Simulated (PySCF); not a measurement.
NbSF₂Cl, SMILES [F][Nb]([F])(=[S])[Cl], multiplicity 1. Geometry: B3LYP-D3(BJ)/def2-SVP. The spin state was assumed, not searched. The def2 effective core potentials stand for the cores of Nb; spin–orbit coupling is left out.

Q: Give the equilibrium geometry at B3LYP-D3(BJ)/def2-SVP (PySCF confirms it by a frequency run) as bond lengths and angles, and its point group. (The exact figures need the calculation; the answer reports its results.)

A: point group Cs.
Atoms: Nb1 S2 F3 F4 Cl5. Bond lengths (Å): Nb1–S2 2.139, Nb1–F3 1.858, Nb1–F4 1.858, Nb1–Cl5 2.292. Angles (°): S2–Nb1–F3 108.0, S2–Nb1–F4 108.0, S2–Nb1–Cl5 108.2, F3–Nb1–F4 111.5, F3–Nb1–Cl5 110.5, F4–Nb1–Cl5 110.5.
Charge 0, spin multiplicity 1.
